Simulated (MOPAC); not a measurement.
MOPAC input (MNDO):

```
MNDO PRECISE GNORM=0.05 LET XYZ UHF MS=0.5 GEO-OK AUX(PRECISION=9) THREADS=1
C4H2ClO

Cl    1.96704700 1    0.34742800 1    0.07532700 1
C     0.28798700 1    0.01282100 1    0.02885100 1
C    -0.36824900 1   -1.08748800 1    0.46489600 1
O    -1.67948100 1   -1.01746300 1    0.27337900 1
C    -1.91564900 1    0.20414300 1   -0.32750800 1
C    -0.74697200 1    0.86572800 1   -0.49599200 1
H    -2.94264100 1    0.42354800 1   -0.55460200 1
H    -0.60402000 1    1.83864900 1   -0.93448500 1
```

Output:

```
 *******************************************************************************
 **                                                                           **
 **                              MOPAC v23.2.5                                **
 **                                                                           **
 *******************************************************************************
 ** MOPAC's Digital Object Identifier: https://doi.org/10.5281/zenodo.6511958 **
 **                                                                           **
 ** Please cite the open-source release paper for use of this MOPAC version:  **
 ** J. E. Moussa and J. J. P. Stewart (2026)                                  **
 ** MOPAC: An open-source semiempirical molecular orbital program             **
 ** J. Open Source Softw., 11(119), 8025, https://doi.org/10.21105/joss.08025 **
 *******************************************************************************

                              MNDO CALCULATION RESULTS

 *******************************************************************************
 *  MNDO       - The MNDO Hamiltonian to be used
 *  GEO-OK     - OVERRIDE INTERATOMIC DISTANCE AND OTHER SAFETY CHECKS
 *  UHF        - UNRESTRICTED HARTREE-FOCK CALCULATION
 *  MS=        - IN MECI, MAGNETIC COMPONENT OF SPIN =  0.5
 *  LET        - OVERRIDE SOME SAFETY CHECKS
 *  PRECISE    - TIGHTER CRITERIA TO BE USED
 *  XYZ        - CARTESIAN COORDINATE SYSTEM TO BE USED
 *  GNORM      - EXIT WHEN GRADIENT NORM DROPS BELOW 0.050
 *  AUX        - OUTPUT AUXILIARY INFORMATION
 *******************************************************************************
MNDO PRECISE GNORM=0.05 LET XYZ UHF MS=0.5 GEO-OK AUX(PRECISION=9) THREADS=1
 C4H2ClO

   ATOM   CHEMICAL          X               Y               Z
  NUMBER   SYMBOL      (ANGSTROMS)     (ANGSTROMS)     (ANGSTROMS)

     1      Cl          1.96704700  *   0.34742800  *   0.07532700  *
     2       C          0.28798700  *   0.01282100  *   0.02885100  *
     3       C         -0.36824900  *  -1.08748800  *   0.46489600  *
     4       O         -1.67948100  *  -1.01746300  *   0.27337900  *
     5       C         -1.91564900  *   0.20414300  *  -0.32750800  *
     6       C         -0.74697200  *   0.86572800  *  -0.49599200  *
     7       H         -2.94264100  *   0.42354800  *  -0.55460200  *
     8       H         -0.60402000  *   1.83864900  *  -0.93448500  *

          CARTESIAN COORDINATES

    NO.       ATOM           X           Y           Z

     1        Cl          1.9670      0.3474      0.0753
     2         C          0.2880      0.0128      0.0289
     3         C         -0.3682     -1.0875      0.4649
     4         O         -1.6795     -1.0175      0.2734
     5         C         -1.9156      0.2041     -0.3275
     6         C         -0.7470      0.8657     -0.4960
     7         H         -2.9426      0.4235     -0.5546
     8         H         -0.6040      1.8386     -0.9345

  H: (MNDO): M.J.S. DEWAR, W. THIEL, J. AM. CHEM. SOC., 99, 4899, (1977)
  C: (MNDO): M.J.S. DEWAR, W. THIEL, J. AM. CHEM. SOC., 99, 4899, (1977)
  O: (MNDO): M.J.S. DEWAR, W. THIEL, J. AM. CHEM. SOC., 99, 4899, (1977)
 Cl: (MNDO): M.J.S.DEWAR, H.S.RZEPA, J. COMP. CHEM., 4, 158, (1983)

           Empirical Formula: C4 H2 O Cl  =     8 atoms

      MOLECULAR POINT GROUP   :   Cs

          UHF CALCULATION, NO. OF ALPHA ELECTRONS =   16
                           NO. OF BETA  ELECTRONS =   15

          Geometry optimization using EF

          DIAGONAL MATRIX USED AS START HESSIAN

 CYCLE:     1  GRAD.:   273.419 HEAT:  66.87723
 CYCLE:     2  GRAD.:   193.911 HEAT:  58.24932
 CYCLE:     3  GRAD.:   313.364 HEAT:  71.81876
 CYCLE:     4  GRAD.:   188.012 HEAT:  62.91724
 CYCLE:     5  GRAD.:   304.805 HEAT:  65.60172
 CYCLE:     6  GRAD.:   262.053 HEAT:  65.22910
 CYCLE:     7  GRAD.:   266.969 HEAT:  65.89861
 CYCLE:     8  GRAD.:   207.118 HEAT:  61.81242
 CYCLE:     9  GRAD.:   260.250 HEAT:  65.23278
 CYCLE:    10  GRAD.:   222.565 HEAT:  62.05159
 CYCLE:    11  GRAD.:   237.088 HEAT:  62.78858
 CYCLE:    12  GRAD.:   245.508 HEAT:  67.73408
 CYCLE:    13  GRAD.:   181.430 HEAT:  56.59962
 CYCLE:    14  GRAD.:   169.330 HEAT:  60.35552
 CYCLE:    15  GRAD.:   165.037 HEAT:  57.58635
 CYCLE:    16  GRAD.:    75.481 HEAT:  51.20494
 CYCLE:    17  GRAD.:    33.823 HEAT:  50.19488
 CYCLE:    18  GRAD.:    19.934 HEAT:  49.90495
 CYCLE:    19  GRAD.:    12.149 HEAT:  49.81238
 CYCLE:    20  GRAD.:     7.096 HEAT:  49.76564
 CYCLE:    21  GRAD.:     2.371 HEAT:  49.75055
 CYCLE:    22  GRAD.:     0.648 HEAT:  49.74897
 CYCLE:    23  GRAD.:     0.159 HEAT:  49.74884
 CYCLE:    24  GRAD.:     0.078 HEAT:  49.74881
 CYCLE:    25  GRAD.:     0.024 HEAT:  49.74880

     GRADIENT =  0.02417 IS LESS THAN CUTOFF =  0.05000

 -------------------------------------------------------------------------------
 MNDO PRECISE GNORM=0.05 LET XYZ UHF MS=0.5 GEO-OK AUX(PRECISION=9) THREADS=1
 C4H2ClO

     GEOMETRY OPTIMISED USING EIGENVECTOR FOLLOWING (EF).
     SCF FIELD WAS ACHIEVED

                              MNDO CALCULATION
                                                       MOPAC v23.2.5 Linux

          FINAL HEAT OF FORMATION =         49.74880 KCAL/MOL =     208.14896 KJ/MOL

          COSMO AREA              =        121.88 SQUARE ANGSTROMS
          COSMO VOLUME            =        110.25 CUBIC ANGSTROMS

          GRADIENT NORM           =          0.02417          =       0.00854 PER ATOM
          IONIZATION POTENTIAL    =         10.066241 EV
          ALPHA SOMO LUMO (EV)    =        -10.221  0.114
          BETA  SOMO LUMO (EV)    =        -10.066 -1.632
          NO. OF ALPHA ELECTRONS  =         16
          NO. OF BETA  ELECTRONS  =         15
          MOLECULAR WEIGHT        =        101.5122         POINT GROUP:  Cs

          MOLECULAR DIMENSIONS (Angstroms)

            Atom       Atom       Distance
            H     7   Cl     1     4.98111
            H     8    C     3     3.39253
            C     3    O     4     0.00014

          SCF CALCULATIONS        =         26

   ATOM   CHEMICAL          X               Y               Z
  NUMBER   SYMBOL      (ANGSTROMS)     (ANGSTROMS)     (ANGSTROMS)

     1      Cl          1.97472072  *   0.34527933  *   0.07724833  *
     2       C          0.29040729  *   0.06305340  *   0.00557826  *
     3       C         -0.38870701  *  -1.19490748  *   0.51283581  *
     4       O         -1.67775669  *  -1.02197534  *   0.27564427  *
     5       C         -1.93590974  *   0.20277771  *  -0.32934204  *
     6       C         -0.71694874  *   0.91259861  *  -0.51429153  *
     7       H         -2.96364206  *   0.44356582  *  -0.56648629  *
     8       H         -0.60683405  *   1.88967916  *  -0.95867115  *

                             CARTESIAN COORDINATES

   1   Cl        1.974720718     0.345279335     0.077248334
   2    C        0.290407291     0.063053400     0.005578259
   3    C       -0.388707011    -1.194907479     0.512835808
   4    O       -1.677756689    -1.021975344     0.275644265
   5    C       -1.935909744     0.202777706    -0.329342045
   6    C       -0.716948742     0.912598612    -0.514291532
   7    H       -2.963642062     0.443565817    -0.566486294
   8    H       -0.606834051     1.889679158    -0.958671152

           Empirical Formula: C4 H2 O Cl  =     8 atoms

      MOLECULAR POINT GROUP   :   Cs

          ALPHA EIGENVALUES
 -46.97353 -35.86758 -30.48960 -26.12876 -22.58444 -21.95068 -18.46450 -16.30707
 -15.90703 -15.45358 -14.54015 -14.28808 -12.92337 -11.30832 -10.26702 -10.22059
   0.11398   0.55001   0.56602   2.56348   3.11175   3.76688   4.04440   4.35927
   4.68773   6.07189

           BETA EIGENVALUES
 -46.72598 -35.80450 -29.61726 -26.05629 -22.49081 -21.65870 -18.32165 -15.87319
 -15.71743 -15.32288 -14.54799 -13.83786 -12.90430 -11.25287 -10.06624  -1.63164
   0.80506   1.04971   1.37230   2.92778   3.36587   4.02438   4.21693   4.29833
   4.69791   6.20524

              NET ATOMIC CHARGES AND DIPOLE CONTRIBUTIONS

  ATOM NO.   TYPE          CHARGE      No. of ELECS.   s-Pop       p-Pop
    1         Cl          -0.013340        7.0133     1.97877     5.03457
    2          C          -0.122157        4.1222     1.27515     2.84700
    3          C           0.132167        3.8678     1.68071     2.18713
    4          O          -0.149791        6.1498     1.81588     4.33391
    5          C           0.014687        3.9853     1.26303     2.72228
    6          C          -0.107432        4.1074     1.22020     2.88723
    7          H           0.132576        0.8674     0.86742
    8          H           0.113289        0.8867     0.88671
 DIPOLE           X         Y         Z       TOTAL
 POINT-CHG.    -1.321     0.772    -0.521     1.616
 HYBRID        -0.249     1.880    -0.911     2.104
 SUM           -1.569     2.651    -1.432     3.398

          ATOMIC ORBITAL ELECTRON POPULATIONS

     Atom    s        px        py        pz
    1 Cl   1.97877   1.12151   1.95772   1.95534
    2  C   1.27515   0.85153   0.99274   1.00273
    3  C   1.68071   0.71031   0.98463   0.49220
    4  O   1.81588   1.37343   1.36056   1.59993
    5  C   1.26303   0.94566   0.83077   0.94585
    6  C   1.22020   0.90312   0.96517   1.01895
    7  H   0.86742
    8  H   0.88671

                    (SZ)    =    0.500000
                    (S**2)  =    0.991808

          ATOMIC ORBITAL SPIN POPULATIONS

    Atom   Total    s     px     py     pz
         Atomic
    1 Cl  0.0092  0.001 -0.034  0.007  0.035
    2  C  0.7498  0.043  0.042  0.146  0.518
    3  C  0.0794  0.007 -0.001 -0.014  0.087
    4  O -0.0187  0.002 -0.002 -0.019  0.001
    5  C  0.7918  0.044  0.050  0.145  0.553
    6  C -0.6006 -0.036 -0.062 -0.114 -0.390
    7  H -0.0384 -0.038
    8  H  0.0275  0.028

 **********************
 *                    *
 * JOB ENDED NORMALLY *
 *                    *
 **********************

 == MOPAC DONE ==
```

The geometry given is a B3LYP-D3(BJ)/def2-TZVP minimum.

The determinant is spin-contaminated: <S^2> is 0.99 against 0.75 for a pure state.
